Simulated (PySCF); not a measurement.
Species: C₉H₁₄Si.
Numbering: `[CH3:1][C:2]([CH3:3])([CH3:4])[C:5]#[C:6][C:7]1=[CH:8][CH2:9][SiH2:10]1` (hydrogens: H11, H12, H13 on C1; H14, H15, H16 on C3; H17, H18, H19 on C4; H20 on C8; H21, H22 on C9; H23, H24 on Si10)

Structure used (GFN2-xTB), in Å, numbered top down from 1:
```
atom  x, y, z in Å
C1    -2.5128    1.3799   -0.2930
C2    -1.9691    0.0129    0.1423
C3    -2.3018   -0.2384    1.6187
C4    -2.5803   -1.0918   -0.7291
C5    -0.5218    0.0046   -0.0225
C6     0.6751   -0.0017   -0.1674
C7     2.0690   -0.0110   -0.2572
C8     2.8708   -0.0021   -1.3383
C9     4.2743   -0.0207   -0.7982
Si10   3.5196   -0.0389    0.9752
H11   -3.5948    1.4073   -0.1777
H12   -2.2688    1.5709   -1.3360
H13   -2.0775    2.1728    0.3119
H14   -1.8618    0.5357    2.2443
H15   -1.9087   -1.2017    1.9376
H16   -3.3800   -0.2356    1.7679
H17   -3.6631   -1.1006   -0.6188
H18   -2.3384   -0.9261   -1.7769
H19   -2.1918   -2.0654   -0.4371
H20    2.5985    0.0141   -2.3832
H21    4.8560    0.8554   -1.0860
H22    4.8420   -0.8979   -1.1096
H23    3.7360    1.1585    1.7865
H24    3.7177   -1.2607    1.7541
```

Mayer bond orders were computed from the PBE0/pcSseg-1 density (PySCF). Isolated species at its GFN2-xTB geometry, gas phase.

Question: Rank these bonds by Mayer order, highest first.
A. C9–Si10
B. C2–C4
C. C5–C6
D. C7–C8

Answer: C (2.36), D (1.75), B (1.03), A (0.92).

Q: Set the orders of all bonds between heavy atoms beside their lengths and the difference of the Mulliken charges at their ends.

A: 
```tsv
bond	Mayer order	length (Å)	q(first) − q(second) (e)
C5–C6	2.357	1.206	+0.067
C7–C8	1.754	1.346	-0.507
C1–C2	1.029	1.534	+0.554
C2–C4	1.029	1.534	-0.555
C2–C3	1.028	1.534	-0.554
C6–C7	1.023	1.397	+0.765
C8–C9	1.015	1.504	+0.360
C9–Si10	0.919	1.927	-1.165
C2–C5	0.889	1.457	-0.918
Si10–C7	0.882	1.904	+1.312
```

Mayer orders depend on the basis set.
